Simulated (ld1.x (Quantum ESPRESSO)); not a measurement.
## Transferability test, TM potential for Sc

```json
{
 "Element": "scandium (Sc)",
 "Generator": "ld1.x (Quantum ESPRESSO) 7.5",
 "Type": "norm-conserving Troullier–Martins (Kleinman–Bylander form)",
 "Functional": "PBE",
 "Relativity": "scalar-relativistic",
 "Frozen core": "[Ne]",
 "Valence charge": "11",
 "Reference configuration": "3s2 3p6 3d0 4s0 4p0 (charge +3)",
 "Partial waves": "3p (bound): rc 1.50 bohr; 3d (bound, empty): rc 1.70 bohr; 3s (bound): rc 1.00 bohr",
 "Local potential": "the s channel",
 "Core correction": "Bessel-smoothed model core, default radius (core density twice the valence density)"
}
```

Energies are relative to the spin-unpolarised reference configuration 3s2 3p6 3d0 4s0 4p0; without spin polarisation the order of configurations can differ from experiment.

| valence configuration | charge | ΔE all-electron (eV) | error AE − PS (meV) |
| --- | --- | --- | --- |
| 3s2 3p6 3d1 4s2 4p0 | 0 | -44.535 | +85 |
| 3s2 3p6 3d1 4s1 4p0 | +1 | -37.639 | +74 |
| 3s2 3p6 3d1 4s0 4p0 | +2 | -24.870 | +41 |
| 3s2 3p6 3d2 4s1 4p0 | 0 | -42.867 | +80 |
| 3s2 3p6 3d1.5 4s1.5 4p0 | 0 | -43.856 | +83 |
| 3s2 3p6 3d1 4s1.5 4p0 | +0.5 | -41.781 | +81 |
| 3s2 3p6 3d1 4s1 4p1 | 0 | -41.756 | +71 |

Levels in the configuration 3s2 3p6 3d1 4s1 4p0:

```tsv
level	all-electron (eV)	pseudo (eV)
3s	-62.037	-62.053
3p	-40.620	-40.613
3d	-9.967	-9.988
4s	-9.728	-9.747
```
